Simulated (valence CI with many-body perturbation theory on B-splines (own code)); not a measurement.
Which ion has this spectrum?

A relativistic CI+MBPT calculation for an atom or ion with 5 electrons gives these levels (eV):

```
  J  Parity       E     g
1/2     odd    0.00  0.65
1/2    even  136.52  2.26
3/2     odd  213.93  1.32
3/2    even  309.88  1.67
5/2    even  337.68  1.38
3/2    even  381.69  0.95
1/2    even  384.04  1.18
3/2     odd  530.87  1.39
5/2    even  542.23  1.39
1/2    even  606.28  1.85
3/2    even  607.40  1.20
3/2     odd  718.17  1.43
5/2     odd  735.97  1.18
1/2     odd  769.55  0.65
```

The energies are calculated, and their last digits are not significant.

**Question.** Which is it?
A. Rh40+
B. Sb46+
C. Cd43+
D. Pd41+

**Answer.** C. Cd43+, ground level (2s^2 2p1/2) J=1/2.
